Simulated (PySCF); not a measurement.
# Reading the logs of faulty runs: C2GeH8N

These are calculations, not measurements. The program is PySCF 2.14.0, an open-source quantum chemistry code, run on an isolated molecule that a program drew, which may never have been made. The molecule is C2GeH8N (charge 0, doublet), drawn as the SMILES string `[CH2][GeH2][NH]C`.

Each row is a Hartree-Fock (HF) and frozen-core CCSD(T) single point in the cc-pVDZ basis, meant for a local HF minimum. Run 1 is clean. Each other run has one planted mistake out of seven kinds, and not every kind appears here: one electron removed, one electron added, multiplicity raised by two, geometry at a saddle point, minimal basis STO-3G, one bond length entered in bohr, all coordinates scaled. The reference is restricted for singlets and unrestricted otherwise, and also for a bond in bohr. Adding or removing an electron swaps singlet and doublet. Electrons count all cores. HOMO and LUMO are orbital energies over both spins, the gradient is its largest component, and the lowest frequency (negative if imaginary) is given only where the gradient is small. Bond lengths are over the 11 bonds as drawn. T1 is the CCSD diagnostic: over 0.02 (restricted) or 0.045 (unrestricted) a single reference is doubtful. Germanium has the cc-pVDZ-PP basis, with a core potential (ECP10MDF) in place of its 10 inner electrons, and its 3s, 3p and 3d shells are frozen in CCSD(T).

Geometry of the clean run:
```xyz
12
C2GeH8N, angstrom
C     2.1740    0.1725   -1.1539
Ge    1.0262   -0.5290   -2.5415
N    -0.4743   -1.2464   -1.7535
C    -0.3789   -2.4371   -0.9275
H     3.2570    0.1238   -1.2118
H     1.7665    0.6867   -0.2885
H     1.8277   -1.5542   -3.3678
H     0.5130    0.5719   -3.4788
H    -1.2555   -1.2992   -2.3826
H    -0.1658   -3.3584   -1.4862
H    -1.3096   -2.5897   -0.3750
H     0.4145   -2.3115   -0.1875
```

```
run  electrons  basis functions  <S^2>  HOMO (eV)  LUMO (eV)  gradient (hartree/bohr)  lowest frequency (cm^-1)  mean bond (Å)  longest bond (Å)      T1  HF (hartree)  CCSD(T) (hartree)                          mistake
  1         59              105  0.762      -9.81       2.64                  1.6e-05                        89         1.3419             1.933  0.0106    -428.17415         -428.77976                         no fault
  2         59              105  1.458      -9.01       2.48                  3.7e-02                         -         1.4307             2.076  0.0508    -428.05788         -428.66483  one bond length entered in bohr
  3         59              105  0.771      -9.76       2.58                  5.3e-02                         -         1.4559             2.097  0.0127    -428.10682         -428.73406           all coordinates scaled
  4         60              105  0.000      -0.45       8.92                  5.8e-02                         -         1.3419             1.933  0.0133    -428.12290         -428.77074                                ?
  5         58              105  0.000     -14.43      -6.77                  4.9e-02                         -         1.3419             1.933  0.0636    -427.86282         -428.45711                                ?
```

**Which mistake was planted in run 4, and what did it cost?**

It counts 60 electrons, one more than the clean run, at the same geometry and basis. So the mistake is: one electron added. Subtracting run 1 and multiplying by 627.51 kcal/mol a hartree, the energy moved by 32.2 kcal/mol in HF and 5.7 kcal/mol in CCSD(T).

**Which mistake was planted in run 5, and what did it cost?**

It counts 58 electrons, one fewer than the clean run, at the same geometry and basis. So the mistake is: one electron removed. Subtracting run 1 and multiplying by 627.51 kcal/mol a hartree, the energy moved by 195.4 kcal/mol in HF and 202.5 kcal/mol in CCSD(T).

Cautions from the logs. Run 2: T1 is over the limit, so its CCSD(T) energy is less reliable; run 4: the added electron raises the CCSD(T) energy, so it isn't bound in this basis; run 5: T1 is over the limit, so its CCSD(T) energy is less reliable.
